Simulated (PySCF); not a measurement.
## C3H9BO3: full NMR table

* Formula: C3H9BO3
* SMILES: COB(OC)OC
* Point group of the computed structure: C1
* Carbon signals: 1
* Proton signals: 1

Molfile (atoms numbered from 1):
```
C3H9BO3
     RDKit          3D

 16 15  0  0  0  0  0  0  0  0999 V2000
   -0.4399    2.4299   -0.1378 C   0  0  0  0  0  0  0  0  0  0  0  0
    0.3755    1.3169    0.1156 O   0  0  0  0  0  0  0  0  0  0  0  0
   -0.1475    0.0616    0.1548 B   0  0  0  0  0  0  0  0  0  0  0  0
    0.6636   -1.0056    0.3912 O   0  0  0  0  0  0  0  0  0  0  0  0
    2.0410   -0.8230    0.5875 C   0  0  0  0  0  0  0  0  0  0  0  0
   -1.4796   -0.1298   -0.0462 O   0  0  0  0  0  0  0  0  0  0  0  0
   -2.0219   -1.4236   -0.0282 C   0  0  0  0  0  0  0  0  0  0  0  0
   -1.0862    2.2722   -1.0163 H   0  0  0  0  0  0  0  0  0  0  0  0
   -1.0906    2.6574    0.7231 H   0  0  0  0  0  0  0  0  0  0  0  0
    0.2085    3.2985   -0.3237 H   0  0  0  0  0  0  0  0  0  0  0  0
    2.2464   -0.1803    1.4593 H   0  0  0  0  0  0  0  0  0  0  0  0
    2.4986   -1.8079    0.7592 H   0  0  0  0  0  0  0  0  0  0  0  0
    2.5192   -0.3590   -0.2909 H   0  0  0  0  0  0  0  0  0  0  0  0
   -3.1005   -1.3485   -0.2280 H   0  0  0  0  0  0  0  0  0  0  0  0
   -1.5632   -2.0676   -0.7965 H   0  0  0  0  0  0  0  0  0  0  0  0
   -1.8761   -1.9122    0.9493 H   0  0  0  0  0  0  0  0  0  0  0  0
  1  2  1  0
  2  3  1  0
  3  4  1  0
  4  5  1  0
  3  6  1  0
  6  7  1  0
  1  8  1  0
  1  9  1  0
  1 10  1  0
  5 11  1  0
  5 12  1  0
  5 13  1  0
  7 14  1  0
  7 15  1  0
  7 16  1  0
M  END
```

[PySCF 2.14.0 with density-fitted response routines: PBE0/pcSseg-1 with gauge-including orbitals; geometry from PBE0-D3(BJ)/def2-SVP; couplings computed with B3LYP/pcJ-1 (spin–dipole term only in couplings to heteroatoms); isolated molecule; rapidly exchanging positions averaged; no relativistic terms; one conformer]

Chemical shifts δ = σref − σ; ¹H and ¹³C against TMS; ¹¹B against BF3·OEt2; ¹⁷O against H2O, all at this level.

| carbon | δC, type | δH (multiplicity, J in Hz) | HMBC from (abs. J ≥ 3 Hz) | span of the C tensor (ppm) |
| --- | --- | --- | --- | --- |
| C1/C5/C7 | 52.3, CH3 | 3.49 (s) | – | 75 |

Other nuclei:
```json
{"atoms": "B3", "nucleus": "¹¹B", "environment": "boron bonded to 3 O", "δ (ppm)": "17.4", "σ (ppm)": "83.4"}
{"atoms": "O2/O4/O6", "nucleus": "¹⁷O", "environment": "oxygen bonded to C, B", "δ (ppm)": "62.4", "σ (ppm)": "272.1"}
```

Selected couplings (Hz, signed; the shortest-range and largest first, 30 at most; isotopes ¹³C, ¹H, ¹¹B): ¹J(C1,H8) 148.0, ³J(B3,H8) 2.8.

- δC 52.3: methyl carbon bonded to O; deshielded by the electronegative neighbour.
- δH 3.49: hydrogen on a methyl carbon bonded to O; its carbon carries O, which withdraws density.

Shifts are as computed. Against solution values, carbons near 30 ppm lie about +2 ppm off and those near 130 ppm about +5 ppm. Of 1211 compounds with measured shifts, 218 miss one by over three times the rms of a fit or turn the order of signals round; such compounds aren't used in these exercises. Experimental scales use liquid or dissolved standards, which lie at an offset from isolated H2O (liquid H2O: subtract about 36 ppm).
